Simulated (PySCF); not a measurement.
## Electron correlation in Pb⁺ (lead, charge +1)

[Xe] 4f14 5d10 6s2 6p1, 2P determinant. Calculation: PySCF 2.14, in aug-cc-pVTZ-DK3 (9s8p6d3f, 84 functions); scalar relativity by spin-free X2C-1e. Frozen: [Xe] 4f14 5d10; 3 electrons correlated.

```json
{"level": "CCSD", "correlation energy (mhartree)": "-36.07"}
{"level": "(T)", "correlation energy (mhartree)": "-0.42"}
{"level": "CCSD(T)", "correlation energy (mhartree)": "-36.49"}
```

Diagnostics: T1 = 0.0074, D1 = 0.0169, largest double amplitude 0.071.

Is a single reference adequate?

Mostly. T1 lies below 0.03, but a double amplitude of this size points to a near-degeneracy that CCSD handles and MP2 describes poorly.
